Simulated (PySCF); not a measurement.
Si(F)2(H)(Ph), C6H6F2Si, SMILES F[SiH](F)c1ccccc1 at its GFN2-xTB optimised geometry (Å):

```
15

Si    -2.5281     0.0043     0.0000
F     -3.0722     1.5097     0.0000
F     -3.0717    -0.5597     1.3959
C     -0.6536     0.0043     0.0000
C      0.0636    -0.9885     0.6681
C      1.4462    -0.9927     0.6643
C      2.1409    -0.0055    -0.0144
C      1.4461     0.9860    -0.6869
C      0.0636     0.9880    -0.6815
H     -3.2211    -0.7048    -1.0510
H     -0.4718    -1.7592     1.2034
H      1.9837    -1.7670     1.1920
H      3.2211    -0.0077    -0.0177
H      1.9837     1.7592    -1.2161
H     -0.4718     1.7670    -1.2046
```

Calculation: B3LYP/def2-TZVP (PySCF 2.14.0). Cells within 0.4 Å of a nucleus heavier than hydrogen are left out (blank, or x).

Map of the Laplacian of the electron density (e/bohr⁵), clipped to [-1.50, 1.50] on the plane z = 0.0 Å:

```
|5555555555555555555555555555555|
|5555555555555555555555555555555|
|5555555555555555555555555555555|
|5555555555555555555555555555555|
|5555555555555555555555555555555|
|5555555555555555555555555555555|
|5555555555555555555555555555555|
|5555555555555555555555555555555|
|5555555555555555555555555555555|
|5555557765555555555555555555555|
|555558xx85555555555555555555555|
|555558xx76555555555555555555555|
|5555576275555555555555555555555|
|5555556665555545555545555555555|
|55555559x9544x2555552x445555555|
|55555559xx632xx55555xx200555555|
|55555559x9544x2555552x445555555|
|5555555565555544555545555555555|
|5555555555555555555555555555555|
|5555555555555555555555555555555|
|5555555555555555555555555555555|
|5555555555555555555555555555555|
|5555555555555555555555555555555|
|5555555555555555555555555555555|
|5555555555555555555555555555555|
|5555555555555555555555555555555|
|5555555555555555555555555555555|
|5555555555555555555555555555555|
|5555555555555555555555555555555|
|5555555555555555555555555555555|
|5555555555555555555555555555555|
```
Scale: ten equal steps from -1.50 (start of '0') to 1.50 (end of '9'), in the order '0123456789'; x runs from -5.50 to 5.50, y from -5.50 (bottom) to 5.50 (top).
